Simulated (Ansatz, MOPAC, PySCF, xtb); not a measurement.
Breaking a bond: B-trichloroborazine, SMILES N1B(NB(NB1Cl)Cl)Cl. The N3–H12 bond (N3 also carries B, B; H12 carries nothing else) is stretched with both fragments frozen at the PBE0/def2-SVP optimised geometry.

UHF/STO-3G = unrestricted Hartree-Fock/STO-3G in PySCF 2.14.0; GFN1-xTB (xtb); PM6, restricted, heats of formation (MOPAC); UCCSD(T) = CCSD(T) on UHF/cc-pVDZ, frozen core in Ansatz (an electronic-structure program).

Energies relative to the lowest point of each curve near equilibrium, in kcal/mol; the last columns give the difference from UCCSD(T):

```tsv
R / Å	UHF/STO-3G	GFN1-xTB	PM6	UCCSD(T)	UHF/STO-3G − UCCSD(T)	GFN1-xTB − UCCSD(T)	PM6 − UCCSD(T)
0.83	35.3	24.7	12.1	28.1	7.2	-3.4	-16.0
0.89	14.5	9.0	5.1	11.2	3.3	-2.2	-6.1
0.95	3.7	1.8	1.2	2.7	1.0	-0.9	-1.4
0.97	1.8	0.7	0.5	1.2	0.5	-0.6	-0.7
1.01	0.0	0.0	0.0	0.0	0.0	0.0	0.0
1.04	0.2	0.6	0.3	0.3	-0.1	0.3	0.0
1.07	1.5	1.8	1.0	1.3	0.1	0.5	-0.3
1.14	7.8	6.8	4.6	6.3	1.6	0.6	-1.6
1.23	20.9	16.1	12.3	15.8	5.1	0.3	-3.5
1.34	41.2	29.7	25.4	29.8	11.3	-0.2	-4.4
1.48	70.0	47.9	44.5	48.5	21.6	-0.5	-4.0
1.66	96.3	70.3	70.4	71.3	25.0	-1.0	-0.9
1.89	111.6	94.8	100.9	95.2	16.3	-0.4	5.7
2.15	118.2	116.1	128.9	114.5	3.7	1.5	14.3
2.45	120.8	133.0	152.5	125.1	-4.3	7.9	27.4
2.96	121.8	148.7	177.4	128.8	-7.0	19.9	48.6
```

UHF/STO-3G is furthest from UCCSD(T) at 1.66 (25.0 kcal/mol, above); its mean absolute difference over the points is 6.8 kcal/mol.

GFN1-xTB is furthest from UCCSD(T) at 2.96 (19.9 kcal/mol, above); its mean absolute difference over the points is 2.5 kcal/mol.

PM6 is furthest from UCCSD(T) at 2.96 (48.6 kcal/mol, above); its mean absolute difference over the points is 8.4 kcal/mol.

The unrestricted determinant behind UHF/STO-3G is spin-contaminated at 1.48 to 2.96 Å (<S²> up to 1.0, against 0.00 for a pure singlet). The restricted form behind PM6 keeps the bonding electrons paired and can't separate into open-shell fragments. The unrestricted determinant behind UCCSD(T) is spin-contaminated at 1.66 to 2.96 Å (<S²> up to 1.0, against 0.00 for a pure singlet).
